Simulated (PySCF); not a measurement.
## Chlorine: a sound run and one with changed settings

Sound run: Cl²⁺ [Ne] 3s2 3p3, Cl³⁺ [Ne] 3s2 3p2. Calculation: PySCF 2.14, in aug-cc-pVDZ-DK; scalar relativity by spin-free X2C-1e. In the sound run the correlated levels freeze [Ne]. The sound run starts from symmetry-adapted Hartree-Fock orbitals and uses a fine grid where one is needed.

Changed run: initial guess 1e, at most 50 SCF cycles.

```
species   method  sound run (hartree)  changed run (hartree)  converged
   Cl²⁺      UHF           -459.61879             -459.61879        yes
   Cl²⁺     BP86           -460.24452             -460.24452        yes
   Cl²⁺  CCSD(T)           -459.71025             -459.71025        yes
   Cl³⁺     PBE0           -458.60062             -458.60062        yes
   Cl³⁺      MP2           -458.24222             -458.24222        yes
```

Here the plain start reaches the same solutions.
